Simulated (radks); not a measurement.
Results of a calculation; reference values are marked as such.
Species: the antimony ion Sb+. Configuration: [Kr] 4d9 5s2 5p3 (not the ground configuration). Code: a radial shooting solver on a logarithmic mesh with Libxc functionals. Model: Dirac Kohn-Sham, BLYP, spin-unpolarised, spherical densities, finite nucleus; open shells fill j = l - 1/2 first; Fermi nuclear charge, rms radius 4.6802 fm. Some entries of the table are withheld. Estimate them.

| orbital | occ. | eigenvalue (eV) | <1/r> (bohr^-1) | r(max) (bohr) |
|---|---|---|---|---|
| 1s1/2 | 2 | -30304.29 | 54.32 | 0.01835 |
| 2s1/2 | 2 | -4624.659 | 12.62 | 0.1038 |
| 2p1/2 | 2 | (1) | (2) | 0.07982 |
| 2p3/2 | 4 | (3) | (4) | 0.08443 |
| 3s1/2 | 2 | -919.8360 | 4.476 | 0.3001 |
| 3p1/2 | 2 | -798.6198 | 4.386 | 0.2864 |
| 3p3/2 | 4 | -752.1280 | 4.164 | 0.2969 |
| 3d3/2 | 4 | -537.9675 | 4.013 | (5) |
| 3d5/2 | 6 | -528.3006 | 3.956 | (6) |
| 4s1/2 | 2 | -164.1037 | 1.781 | 0.7214 |
| 4p1/2 | 2 | -122.8884 | 1.669 | 0.7436 |
| 4p3/2 | 4 | -114.1267 | 1.597 | 0.7677 |
| 4d3/2 | 4 | -48.5704 | 1.334 | 0.8338 |
| 4d5/2 | 5 | -47.2622 | 1.316 | 0.8426 |
| 5s1/2 | 2 | -22.5896 | 0.6278 | 1.817 |
| 5p1/2 | 2 | -13.8184 | 0.5216 | 2.094 |
| 5p3/2 | 1 | -12.9538 | 0.4993 | 2.176 |

Answer. 
(1) 2p1/2 eigenvalue (eV): -4328.150
(2) 2p1/2 <1/r> (bohr^-1): 12.61
(3) 2p3/2 eigenvalue (eV): -4076.227
(4) 2p3/2 <1/r> (bohr^-1): 11.70
(5) 3d3/2 r(max) (bohr): 0.2424
(6) 3d5/2 r(max) (bohr): 0.2454
